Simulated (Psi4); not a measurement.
C$_{5}$H$_{12}$B, doublet, geometry from GFN2-xTB; Psi4 1.11 with MP2/6-31G.

The Psi4 input:
```
memory 2 GB

molecule {
0 2
  C     0.10409044    0.61883245   -1.64324579
  B    -0.03673243    0.38608715   -0.17644443
  C     1.17071369   -0.05286652    0.76868788
  C     2.47588794   -0.45167808    0.08272398
  C    -1.47518250    0.54910000    0.51736773
  C    -2.26454479   -0.75107039    0.31908363
  H     1.02173887    0.92503159   -2.12099606
  H    -0.71577674    0.52662001   -2.33942613
  H     0.85502393   -0.87237012    1.42010092
  H     1.37138162    0.78743792    1.44263178
  H     2.31780254   -1.30165364   -0.57736087
  H     2.86634279    0.37195802   -0.51033938
  H     3.23185633   -0.72767288    0.81696201
  H    -1.39105397    0.74477089    1.58736705
  H    -2.05247428    1.36841118    0.08569121
  H    -2.39018860   -0.96776359   -0.73921279
  H    -1.74473043   -1.58928146    0.77759154
  H    -3.25204853   -0.66982835    0.77150825
}

set basis 6-31g
set reference uhf
set freeze_core true

energy('mp2')
print_variables()
```

Predict the main parts of the log of this Psi4 run.


```
    SCF Algorithm Type (re)set to DF.

   => Loading Basis Set <=

    Name: 6-31G
    Role: ORBITAL
    Keyword: BASIS

         ---------------------------------------------------------
                                   SCF
               by Justin Turney, Rob Parrish, Andy Simmonett
                          and Daniel G. A. Smith
                              UHF Reference
         ---------------------------------------------------------

  ==> Geometry <==

    Molecular point group: c1
    Full point group: C1

    Geometry (in Angstrom), charge = 0, multiplicity = 2:

       Center              X                  Y                   Z               Mass
    ------------   -----------------  -----------------  -----------------  -----------------
         C            0.105943861693     0.597376822690    -1.633766067860    12.000000000000
         B           -0.034879008307     0.364631522690    -0.166964707860    11.009305360000
         C            1.172567111693    -0.074322147310     0.778167602140    12.000000000000
         C            2.477741361693    -0.473133707310     0.092203702140    12.000000000000
         C           -1.473329078307     0.527644372690     0.526847452140    12.000000000000
         C           -2.262691368307    -0.772526017310     0.328563352140    12.000000000000
         H            1.023592291693     0.903575962690    -2.111516337860     1.007825032230
         H           -0.713923318307     0.505164382690    -2.329946407860     1.007825032230
         H            0.856877351693    -0.893825747310     1.429580642140     1.007825032230
         H            1.373235041693     0.765982292690     1.452111502140     1.007825032230
         H            2.319655961693    -1.323109267310    -0.567881147860     1.007825032230
         H            2.868196211693     0.350502392690    -0.500859657860     1.007825032230
         H            3.233709751693    -0.749128507310     0.826441732140     1.007825032230
         H           -1.389200548307     0.723315262690     1.596846772140     1.007825032230
         H           -2.050620858307     1.346955552690     0.095170932140     1.007825032230
         H           -2.388335178307    -0.989219217310    -0.729733067860     1.007825032230
         H           -1.742877008307    -1.610737087310     0.787071262140     1.007825032230
         H           -3.250195108307    -0.691283977310     0.780987972140     1.007825032230

  Running in c1 symmetry.

  Rotational constants: A =      0.17930  B =      0.06588  C =      0.05566 [cm^-1]
  Rotational constants: A =   5375.16454  B =   1975.04619  C =   1668.73646 [MHz]
  Nuclear repulsion =  219.599728627891068

  Charge       = 0
  Multiplicity = 2
  Electrons    = 47
  Nalpha       = 24
  Nbeta        = 23

  ==> Algorithm <==

  SCF Algorithm Type is DF.
  DIIS enabled.
  MOM disabled.
  Fractional occupation disabled.
  Guess Type is SAD.
  Energy threshold   = 1.00e-08
  Density threshold  = 1.00e-08
  Integral threshold = 1.00e-12

  ==> Primary Basis <==

  Basis Set: 6-31G
    Blend: 6-31G
    Number of shells: 54
    Number of basis functions: 78
    Number of Cartesian functions: 78
    Spherical Harmonics?: false
    Max angular momentum: 1

   => Loading Basis Set <=

    Name: (6-31G AUX)
    Role: JKFIT
    Keyword: DF_BASIS_SCF

  ==> Integral Setup <==

  SCF_SUBTYPE=INCORE selected. In-core MEM_DF algorithm will be used.
  Using in-core AOs.

  ==> MemDFJK: Density-Fitted J/K Matrices <==

    J tasked:                   Yes
    K tasked:                   Yes
    wK tasked:                   No
    Algorithm:                 Core
    Schwarz Cutoff:           1E-12
    Mask sparsity (%):       2.1696
    Fitting Condition:        1E-10

   => Auxiliary Basis Set <=

  Basis Set: (6-31G AUX)
    Blend: CC-PVDZ-JKFIT
    Number of shells: 252
    Number of basis functions: 786
    Number of Cartesian functions: 786
    Spherical Harmonics?: false
    Max angular momentum: 3
[...]

    Alpha Occupied:

[...]
    Alpha Virtual:

[...]
    Beta Occupied:

[...]
    Beta Virtual:

[...]
      78A      1.977043

    Final Occupation by Irrep:
              A
    DOCC [    23 ]
    SOCC [     1 ]
    NA   [    24 ]
    NB   [    23 ]

  @DF-UHF Final Energy:  -220.89855984604793

   => Energetics <=

    Nuclear Repulsion Energy =            219.5997286278910678
    One-Electron Energy =                -731.5521187729373196
    Two-Electron Energy =                 291.0538302989983208
    Total Energy =                       -220.8985598460479309

  UHF NO Occupations:
  HONO-2 :   22  A 1.9990062
  HONO-1 :   23  A 1.9979132
  HONO-0 :   24  A 1.0000000
  LUNO+0 :   25  A 0.0020868
  LUNO+1 :   26  A 0.0009938
  LUNO+2 :   27  A 0.0004808
  LUNO+3 :   28  A 0.0004012

Computation Completed

Properties will be evaluated at   0.000000,   0.000000,   0.000000 [a0]

Properties computed using the SCF density matrix

 Multipole Moments:

 ------------------------------------------------------------------------------------
     Multipole            Electronic (a.u.)      Nuclear  (a.u.)        Total (a.u.)
 ------------------------------------------------------------------------------------

 L = 1.  Multiply by 2.5417464519 to convert [e a0] to [Debye]
 Dipole X            :         -0.1759704            0.1646157           -0.0113547
 Dipole Y            :          1.9618415           -1.9056270            0.0562144
 Dipole Z            :         -1.0143682            0.8419616           -0.1724066
 Magnitude           :                                                    0.1816949

 ------------------------------------------------------------------------------------

  //>>>>>>>>>>>>>>>>>>>>>>>>>>>>>>>>>>>//
  //               DFMP2               //
  //<<<<<<<<<<<<<<<<<<<<<<<<<<<<<<<<<<<//

   => Loading Basis Set <=

    Name: (6-31G AUX)
    Role: RIFIT
    Keyword: DF_BASIS_MP2

	 --------------------------------------------------------
	                          DF-MP2
	      2nd-Order Density-Fitted Moller-Plesset Theory

	        Rob Parrish, Justin Turney, Andy Simmonett,
	           Ed Hohenstein, and C. David Sherrill
	 --------------------------------------------------------

	 --------------------------------------------------------
	                 NBF =    78, NAUX =   504
	 --------------------------------------------------------
	   CLASS    FOCC     OCC    AOCC    AVIR     VIR    FVIR
	   ALPHA       6      24      18      54      54       0
	    BETA       6      23      17      55      55       0
	 --------------------------------------------------------

	-----------------------------------------------------------
	 ==================> DF-MP2 Energies <====================
	-----------------------------------------------------------
	 Reference Energy          =    -220.8985598460479309 [Eh]
	 Singles Energy            =      -0.0000000000000000 [Eh]
	 Same-Spin Energy          =      -0.1006682493011151 [Eh]
	 Opposite-Spin Energy      =      -0.3818668692294622 [Eh]
	 Correlation Energy        =      -0.4825351185305773 [Eh]
	 Total Energy              =    -221.3810949645784945 [Eh]
	-----------------------------------------------------------
	 ================> DF-SCS-MP2 Energies <==================
	-----------------------------------------------------------
	 SCS Same-Spin Scale       =       0.3333333333333333 [-]
	 SCS Opposite-Spin Scale   =       1.2000000000000000 [-]
	 SCS Same-Spin Energy      =      -0.0335560831003717 [Eh]
	 SCS Opposite-Spin Energy  =      -0.4582402430753546 [Eh]
	 SCS Correlation Energy    =      -0.4917963261757263 [Eh]
	 SCS Total Energy          =    -221.3903561722236475 [Eh]
	-----------------------------------------------------------

  Variable Map:
  ----------------------------------------------------------------------------
[...]
  Array Variable Map:
  ----------------------------------------------------------------------------
[...]
[...]
```
